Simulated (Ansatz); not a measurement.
Stretching the N3–H4 bond in CdH3N (SMILES [NH2][CdH]) (multiplicity 1 held, fragments rigid). Energies count from the point at 1.013 Å.
Geometry at that point (charge 0, multiplicity 1):
```
atom    x (Å)    y (Å)    z (Å)
----  -------  -------  -------
Cd    -0.1932  -0.0408  -0.2275
H     -1.2093  -0.2364  -1.5204
N      1.1617   0.2684   1.2504
H      1.4991  -0.5755   1.6986
H      0.8497   0.8903   1.9872
```

Signs of static correlation in def2-TZVPP, with CASSCF(2,2), from Ansatz (an electronic-structure program) runs.

| R (Å) | T1 of restricted CCSD | ⟨S²⟩ of UHF | largest double amplitude of restricted CCSD | weight of the CASSCF reference in MRCISD | CASSCF natural occupations |
|---|---|---|---|---|---|
| 0.811 | 0.015 | 0.000 | 0.037 | 0.895 | 1.99 0.01 |
| 0.912 | 0.015 | 0.000 | 0.037 | 0.895 | 1.99 0.01 |
| 1.013 | 0.015 | 0.000 | 0.037 | 0.894 | 1.98 0.02 |
| 1.115 | 0.015 | 0.000 | 0.039 | 0.894 | 1.97 0.03 |
| 1.216 | 0.016 | 0.000 | 0.039 | 0.893 | 1.96 0.04 |
| 1.368 | 0.017 | 0.000 | 0.038 | 0.893 | 1.94 0.06 |
| 1.520 | 0.019 | 0.196 | 0.036 | 0.893 | 1.90 0.10 |
| 1.773 | 0.023 | 0.702 | 0.069 | 0.894 | 1.79 0.21 |
| 2.027 | 0.031 | 0.894 | 0.222 | 0.894 | 1.64 0.36 |
| 2.331 | [?] | 0.974 | [?] | 0.895 | 1.44 0.56 |
| 2.736 | 0.062 | 1.004 | 0.566 | 0.895 | 1.23 0.77 |
| 3.243 | 0.078 | 1.012 | 0.735 | 0.896 | 1.11 0.89 |

Task: What belongs in the gaps?

Result: 
- 2.331, T1 of restricted CCSD: 0.044
- 2.331, largest double amplitude of restricted CCSD: 0.381

Doubts at one or more of the structures used: a restricted determinant that unrestricted orbitals would lower (R-CCSD(T)/def2-TZVPP); other coupled-cluster roots lie near (R-CCSD(T)/def2-TZVPP); T1 above 0.05 (R-CCSD(T)/def2-TZVPP, U-CCSD(T)/def2-TZVPP); a spin-contaminated determinant (U-CCSD(T)/def2-TZVPP).
